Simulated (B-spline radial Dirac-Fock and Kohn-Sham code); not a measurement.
**Binding energies of Yb²⁶⁺ at several levels of theory**

System: ytterbium as Yb²⁶⁺ in the configuration [Kr] 4d8.

The density-functional columns are spherical, spin-unpolarised Dirac-Kohn-Sham results without Breit or QED terms: −ε is minus the orbital energy of the initial state and ΔSCF the difference of two total energies. The reference in the last column comes from Dirac-Fock (average of configuration) total-energy differences with a finite nucleus, the Breit interaction including its frequency dependence, and self-energy and vacuum-polarisation corrections. All numbers are from a radial B-spline solver, in eV; a selection of levels is shown. For the 1s level of heavy atoms much of the gap between ΔSCF and the reference is the Breit and QED part, -290.6 eV here; for other levels the error of the functional can be larger.

```
level   LDA −ε  LDA ΔSCF  Dirac-Fock
   1s  61964.0   62498.2     62221.0
   2s  11220.8   11334.5     11395.2
2p1/2  10746.6   10886.5     10877.6
2p3/2   9701.5    9826.5      9843.4
   3s   3205.0    3251.1      3301.2
3p1/2   2996.3    3044.5      3075.5
3p3/2   2772.6    2818.2      2850.5
   4s   1255.6    1279.9      1300.7
4p1/2   1168.8    1193.0      1203.6
4p3/2   1107.3    1130.5      1142.2
   4d    955.9     979.1       977.6
```

Values without a named source are computed, but for edge energies of neutral atoms, which are taken from tables.
